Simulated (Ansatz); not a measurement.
Gas-phase electronic energies from Ansatz, PBE0-D4/def2-TZVP geometries. CBS: MP2 limit from def2 TZ/QZ plus the TZ coupled-cluster correction, frozen cores. DFT in def2-TZVPP. B3LYP here is the variant with VWN-RPA as its local correlation; programs differ in this. For Ge outer-core shells are correlated without core-valence functions, which leaves a few kJ/mol of doubt a bond. Scalar relativity is left out up to krypton. One conformer a species, not always the lowest.

`[SiH3][SiH2][GeH3]` + `NCF` → `FCN[SiH2][SiH3]` + GeH₄  (cleavage of the Si–Ge bond)

`[SiH3][SiH2][GeH3]`:

Z-matrix (Å, degrees):
```
Si
Si 1 2.337
H 1 1.488 2 109.7
H 1 1.488 2 111.3 3 120.4
H 1 1.488 2 109.7 3 -119.2
Ge 2 2.380 1 110.4 3 59.6
H 2 1.490 1 109.9 3 -179.8
H 2 1.490 1 109.9 3 -61.0
H 6 1.538 2 110.2 1 -59.7
H 6 1.538 2 110.2 1 59.6
H 6 1.538 2 111.3 1 179.9
```

`NCF`:

```xyz
7

N     0.636    0.203   -0.594
C    -0.163   -0.166    0.498
F    -1.543   -0.094    0.239
H     0.513   -0.404   -1.392
H     0.498    1.164   -0.873
H     0.038   -1.202    0.780
H     0.022    0.499    1.343
```

`FCN[SiH2][SiH3]`:

```xyz
13

F    -0.792   -1.362    1.523
C    -1.649   -0.370    1.016
N    -0.964    0.793    0.632
Si    0.034    0.854   -0.796
Si    1.925   -0.534   -0.724
H    -2.372   -0.164    1.809
H    -2.151   -0.819    0.155
H    -0.689    1.374    1.410
H     0.449    2.274   -0.950
H    -0.827    0.455   -1.944
H     2.787   -0.288   -1.915
H     1.526   -1.966   -0.715
H     2.723   -0.247    0.500
```

GeH₄:

Cartesian coordinates in Å:
```
Ge 0.000 0.000 0.000
H 1.079 0.396 1.016
H -0.639 1.265 -0.587
H -1.077 -0.839 0.699
H 0.637 -0.822 -1.128
```

| level | ΔE (kcal/mol) | difference from CCSD(T)/CBS |
| --- | --- | --- |
| PBE-D4 | 0.0 | 2.7 |
| B3LYP-D4 | -3.4 | -0.7 |
| ωB97X-V | -3.5 | -0.8 |
| ωB97M-V | -3.8 | -1.1 |
| B2PLYP | -3.4 | -0.7 |
| B3LYP | -2.7 | 0.0 |
| HF/def2-TZVPP | -5.6 | -2.9 |
| CCSD(T)/def2-TZVPP | -3.1 | -0.4 |
| MP2/CBS(def2) | -3.4 | -0.7 |
| CCSD/CBS(def2) | -2.9 | -0.2 |
| CCSD(T)/CBS | -2.7 | 0 |

Largest T1 diagnostic among the species: 0.013.

In def2-TZVPP, CCSD(T) changes the Hartree–Fock value by +2.6 kcal/mol (the triples alone add +0.2 kcal/mol) and MP2 by +1.8 kcal/mol.
